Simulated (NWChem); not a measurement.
**diphosphane (H₄P₂) in NWChem**

SMILES: PP
```xyz
6

P      1.0086     0.5217     0.0000
P     -1.0086    -0.5217     0.0000
H      1.5409    -0.3163     1.0313
H      1.5409    -0.3163    -1.0313
H     -1.5409     0.3163     1.0313
H     -1.5409     0.3163    -1.0313
```
Charge 0, spin multiplicity 1.

All runs are NWChem calculations. Structure: optimised with B3LYP/def2-SVP, a minimum by its harmonic frequencies. It is one conformer; others weren't searched.

Symmetry labels belong to the abelian group C2h used in the runs, with the axes of the coordinates shown.

The correlated methods keep 10 core orbitals frozen.

Question: List the 4 singlet excitations that EOM-CCSD/aug-cc-pVDZ, 10 core orbitals frozen gives, with oscillator strengths.

Answer: 
| state | symmetry | energy (eV) | wavelength (nm) | f |
|---|---|---|---|---|
| 1 | ag | 5.56 | 223 | 0.000 |
| 2 | bu | 5.64 | 220 | 0.259 |
| 3 | bg | 6.28 | 197 | 0.000 |
| 4 | au | 6.61 | 188 | 0.033 |
These are the lowest roots of each symmetry, so higher states are missing between them.
